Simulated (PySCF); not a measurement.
`C=C[C@H](CC)C(F)(F)F` in a uniform electric field

C₆H₉F₃.
Cartesian coordinates in Å at the PBE0-D3(BJ)/def2-SVP level; atoms count from 1:
```
atom  x, y, z in Å
C1    -1.615   -1.553    0.168
C2    -1.151   -0.352    0.511
C3    -0.482    0.605   -0.431
C4     0.996    0.828   -0.083
C5     1.838   -0.428   -0.224
C6    -1.230    1.927   -0.451
F7    -1.211    2.523    0.749
F8    -0.690    2.784   -1.326
F9    -2.509    1.764   -0.795
H10   -1.555   -1.916   -0.863
H11   -2.074   -2.217    0.904
H12   -1.226   -0.018    1.553
H13   -0.556    0.213   -1.459
H14    1.391    1.621   -0.738
H15    1.061    1.217    0.947
H16    1.819   -0.807   -1.259
H17    1.473   -1.235    0.429
H18    2.887   -0.229    0.038
```

Level: CAM-B3LYP/def2-SVPD (PySCF); nuclei fixed, core orbitals frozen in the response. Permanent dipole (1.383, -2.054, 0.140) D (1 au = 2.5417 D). Static polarisability (au):

```
x   76.34  5.20 -0.63
y    5.20 83.28 -0.28
z   -0.63 -0.28 66.34
```

Only the terms in μ and α are kept: μ(F) = μ + αF and ΔE = −μ·F − ½ F·αF.

Q: What do fields of 0.154 V/Å (0.003 au) along the six axis directions do?

A: 
```csv
field along,induced x (D),induced y (D),induced z (D),total size (D),−μ·F (kJ/mol),−½F·αF (kJ/mol)
+x,0.582,0.040,-0.005,2.817,-4.286,-0.902
−x,-0.582,-0.040,0.005,2.246,+4.286,-0.902
+y,0.040,0.635,-0.002,2.014,+6.365,-0.984
−y,-0.040,-0.635,0.002,3.009,-6.365,-0.984
+z,-0.005,-0.002,0.506,2.558,-0.434,-0.784
−z,0.005,0.002,-0.506,2.504,+0.434,-0.784
```

Q: For the field (-0.0018, 0.0018, -0.0003) au, what is the induced dipole, and what angle does it make with the field?

A: αF = (-0.325, 0.357, -0.049) D, at 2.9° to the field. The polarisability along this direction, F·αF/F², is 74.44 au, against a mean of 75.32 au.

Q: At what field along the permanent dipole would the induced dipole along it equal the permanent one, in this linear picture?

A: The polarisability along the dipole is 76.25 au, so F = 0.9758 au / 76.25 au = 0.0128 au = 0.66 V/Å; higher-order terms are ignored.

Q: What field makes μF equal to kT at 298 K?

A: kT = 0.9437 × 10⁻³ Eh, so F = 0.000967 au = 4.97 MV/cm.

Q: Induction energy −ᾱe²/2R⁴ of a unit charge at 9 Å, the molecule taken as a point?

A: R = 17.01 bohr, so the energy is −75.3/(2 × 17.01⁴) Eh = -1.18 kJ/mol. The charge–dipole term at its most favourable orientation, −μe/R², is -8.86 kJ/mol.

Geometry: PBE0-D3(BJ)/def2-SVP, one conformer, isolated molecule.

These values come from a run that also computed excited states. On x86-64 server, one thread, on a shared host, this took 73 s wall.
